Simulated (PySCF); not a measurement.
## Solvent effects on NMR parameters

Geometry (Å), atoms numbered from 1 in this order:
```xyz
21

C    -1.507   -1.982    0.086
C    -1.941   -0.737   -0.110
C    -1.091    0.458   -0.452
C    -1.375    1.655    0.428
C    -1.989    1.624    1.612
C     0.386    0.174   -0.413
C     1.187    0.248   -1.482
S     2.922   -0.033   -1.596
Si    3.460   -0.615    0.401
H    -0.446   -2.240    0.018
H    -2.205   -2.793    0.310
H    -3.016   -0.528   -0.040
H    -1.349    0.753   -1.487
H    -0.988    2.606    0.046
H    -2.371    0.691    2.037
H    -2.126    2.535    2.200
H     0.781   -0.084    0.577
H     0.769    0.512   -2.460
H     2.723   -1.842    0.826
H     4.921   -0.889    0.306
H     3.197    0.475    1.387
```

GIAO PBE0/pcSseg-1 in PySCF 2.14.0 with density-fitted response routines on one PBE0-D3(BJ)/def2-SVP conformer, non-relativistic, equivalent nuclei averaged. Solvents enter as an IEF-PCM continuum (water with ε = 78.4) around the gas-phase geometry. Shifts are referred to TMS, CS2 computed in the same medium.

Gas phase, δ in ppm: C2/C4 148.7, C6 135.5, C7 132.7, C1/C5 123.9, C3 53.4, S8 -110.3, Si9 -58.7, H12/H14 6.12, H18 5.98, H11/H16 5.47, H10/H15 5.41, H17 4.91, H19/H20/H21 4.61, H13 3.38. Dipole moment 1.09 D.

(1) How does each δ change in the continuum?

(2) Which of the listed nuclei move most (in ppm), and what does the model miss?

## Answers

(1) 
```tsv
atoms	environment	Δδ, water
C2/C4	alkene CH	+2.6
C6	alkene CH	+2.9
C7	alkene CH	-0.5
C1/C5	terminal =CH2 carbon	+0.5
C3	allylic sp3 CH	+0.5
S8	sulfur bonded to C, Si	-10.4
Si9	silicon bonded to S, 3 H	+0.3
H12/H14	hydrogen on an alkene CH	+0.17
H18	hydrogen on an alkene CH	+0.18
H11/H16	hydrogen on a terminal =CH2 carbon	+0.11
H10/H15	hydrogen on a terminal =CH2 carbon	+0.03
H17	hydrogen on an alkene CH	+0.19
H19/H20/H21	hydrogen on a silicon bonded to S	+0.04
H13	hydrogen on an allylic sp3 CH	+0.27
```

Changes are relative to the gas phase. The dipole moment becomes 1.46 D in water.

(2) S8 (sulfur bonded to C, Si, -10.4 ppm) in water. A continuum only polarises the solute; specific hydrogen bonds, the anisotropy of aromatic solvents and changes of geometry or conformer are outside it.
